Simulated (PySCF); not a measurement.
Telling isomers of C$_{7}$H$_{13}$NSi apart by NMR

PySCF 2.14 calculation with GFN2-xTB structure and σ from GIAO-PBE0/pcSseg-1; in vacuum, rapidly exchanging positions averaged, non-relativistic, a single conformation.

Scale: 1H (31.72 ppm) and 13C (186.93 ppm) vs TMS (reference shieldings calculated alike). Where no couplings were computed, multiplicities follow the n + 1 count of equivalent neighbours, and m marks all less simple cases (inequivalent or close neighbours, rings, F or P nearby). Shifts are as computed. Against solution values, carbons near 30 ppm lie about +3 ppm off and those near 130 ppm about +5 ppm. Of 1309 compounds with measured shifts, 239 miss one by over three times the rms of a fit or turn the order of signals round; such compounds aren't used in these exercises.

(1) Tabulate the signals of `CC#C[C@@H]1C[Si@H]1N(C)C`, `C=CN([SiH3])[C@H](C)C#CC`, `C=C(C)/C=N/[SiH2]C(=C)C` and their relative energies.

(2) What is the quickest way to tell C=CN([SiH3])[C@H](C)C#CC from C=C(C)/C=N/[SiH2]C(=C)C?

(3) What is the quickest way to tell CC#C[C@@H]1C[Si@H]1N(C)C from C=C(C)/C=N/[SiH2]C(=C)C?

(4) What is the quickest way to tell CC#C[C@@H]1C[Si@H]1N(C)C from C=CN([SiH3])[C@H](C)C#CC?

Answers

(1) 
```json
{"SMILES": "CC#C[C@@H]1C[Si@H]1N(C)C", "carbon types": "2×C 1×CH 1×CH2 3×CH3", "δC": "88.7, 76.8, 43.8, 12.2, 6.2, 5.3", "δH": "4.18 (m, 1H), 2.65 (s, 6H), 1.92 (s, 3H), 1.79 (m, 1H), 1.26 (m, 1H), 0.44 (m, 1H)", "E rel. (kcal/mol)": "31.7"}
{"SMILES": "C=CN([SiH3])[C@H](C)C#CC", "carbon types": "2×C 2×CH 1×CH2 2×CH3", "δC": "146.3, 89.7, 88.5, 87.0, 52.1, 27.7, 4.6", "δH": "6.99 (m, 1H), 4.63 (s, 3H), 4.26 (m, 1H), 4.01 (m, 1H), 3.97 (q, 1H), 2.03 (s, 3H), 1.26 (d, 3H)", "E rel. (kcal/mol)": "27.3"}
{"SMILES": "C=C(C)/C=N/[SiH2]C(=C)C", "carbon types": "2×C 1×CH 2×CH2 2×CH3", "δC": "178.8, 156.4, 149.4, 135.4, 134.8, 25.9, 20.9", "δH": "8.88 (s, 1H), 6.33 (br s, 1H), 6.17 (br s, 1H), 5.80 (br s, 1H), 5.51 (br s, 1H), 5.29 (s, 2H), 2.08 (s, 3H), 2.03 (s, 3H)", "E rel. (kcal/mol)": "0.0"}
```

Energies are electronic energies at PBE0/pcSseg-1 on these geometries, without zero-point or thermal terms, each for the one conformer computed, which needn't be the lowest.

(2) Both give the same number of carbon signals, but DEPT or the intensities differ. The first has an alkyne carbon (C) at 88.5 ppm, the second a fully substituted alkene carbon (C) at 156.4 ppm. Their most deshielded carbons lie at 146.3 and 178.8 ppm. In the proton spectra the most deshielded non-exchanging signals are 6.99 (m, 1H) and 8.88 (s, 1H).

(3) Count the carbon signals: 6 against 7. The first has an alkyne carbon (C) at 76.8 ppm, the second a C=N carbon (CH) at 178.8 ppm. Their most deshielded carbons lie at 88.7 and 178.8 ppm. In the proton spectra the most deshielded non-exchanging signals are 4.18 (m, 1H) and 8.88 (s, 1H).

(4) Count the carbon signals: 6 against 7. The first has a three-membered-ring carbon (CH2) at 12.2 ppm, the second an alkene carbon bearing nitrogen (CH) at 146.3 ppm. Their most deshielded carbons lie at 88.7 and 146.3 ppm. In the proton spectra the most deshielded non-exchanging signals are 4.18 (m, 1H) and 6.99 (m, 1H).
